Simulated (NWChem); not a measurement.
System: C3H6O; SMILES C1COC1

```xyz
10

C      0.0000     0.0000     1.0710
C      0.0000     1.0253    -0.0699
O      0.0000     0.0000    -1.0589
C      0.0000    -1.0253    -0.0699
H      0.8945     0.0000     1.7087
H     -0.8945     0.0000     1.7087
H     -0.8952     1.6702    -0.1336
H      0.8952     1.6702    -0.1336
H      0.8952    -1.6702    -0.1336
H     -0.8952    -1.6702    -0.1336
```
Atoms are numbered in this order, from 1.

Program: NWChem. Structure relaxed at the PBE0/def2-SVP level.

Problem. Estimate the computed values for B3LYP/def2-TZVP. Quantities: highest occupied level (eV); orbital gap (eV); dipole (D).

Solution. 
- highest occupied level (eV) = -6.92
- orbital gap (eV) = 7.92
- dipole (D) = 1.88
